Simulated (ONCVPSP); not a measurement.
How hard is this Er ONCV potential?

- Element: erbium (Er)
- Generator: ONCVPSP 4.0.1
- Type: optimised norm-conserving Vanderbilt (ONCV)
- Functional: PBE
- Relativity: scalar-relativistic
- Frozen core: [Kr] 4d10 4f11
- Valence charge: 11
- Reference configuration: 5s2 5p6 5d1 6s2
- Partial waves: 5s+6s: rc 2.15 bohr, ncon 4, nbas 9, qcut 6.3 1/bohr, 3 projectors, debl 0.8 Ha; 5p: rc 2.15 bohr, ncon 4, nbas 7, qcut 7.8 1/bohr, local; 5d: rc 2.65 bohr, ncon 4, nbas 9, qcut 6.1 1/bohr, 2 projectors, debl 2.3 Ha; f scattering state at 0.45 Ha: rc 2.40 bohr, ncon 4, nbas 8, qcut 4.3 1/bohr, 2 projectors, debl 2.2 Ha
- Local potential: the p channel
- Core correction: Teter function, fcfact 3.75, rcfact 1.6

For each optimised wave give the share of its norm inside rc, the residual kinetic energy above qcut (Ha) and the cutoffs (Ha) for errors of 10, 1, 0.1 and 0.01 mHa per electron.

| wave | norm inside rc | residual KE | 10 mHa | 1 mHa | 0.1 mHa | 0.01 mHa |
| --- | --- | --- | --- | --- | --- | --- |
| 5s | 0.971 | 2.7e-07 | 8.5 | 12.3 | 15.0 | 16.9 |
| 6s | 0.076 | 4.8e-07 | 3.8 | 11.1 | 14.4 | 16.9 |
| s projector 3 | 0.126 | 1.6e-06 | 8.2 | 12.7 | 15.8 | 18.2 |
| 5p | 0.900 | 3.4e-08 | 6.2 | 14.6 | 19.5 | 23.0 |
| 5d | 0.533 | 1.5e-08 | 6.9 | 9.8 | 12.2 | 14.2 |
| d projector 2 | 0.170 | 1.1e-07 | 8.8 | 11.5 | 13.7 | 15.6 |
| f projector 1 | 0.072 | 1.2e-03 | 4.7 | 9.7 | 41.2 | 48.6 |
| f projector 2 | 0.202 | 2.4e-01 | 53.0 | 61.9 | 81.0 | not reached |

The occupied waves need 15 Ha and 19 Ha for 1 and 0.1 mHa. The cutoffs count occupied waves only; projector 2 of the f channel, the hardest unoccupied one, needs 62 Ha at the loose tolerance. Note: ghosts flagged at negative energy: f at -662.5 eV; GHOST(+) flagged for f at 388.2 eV. A true bound ghost makes a file unfit for plane-wave use. 1 of 4 tests not solved or not reliable.
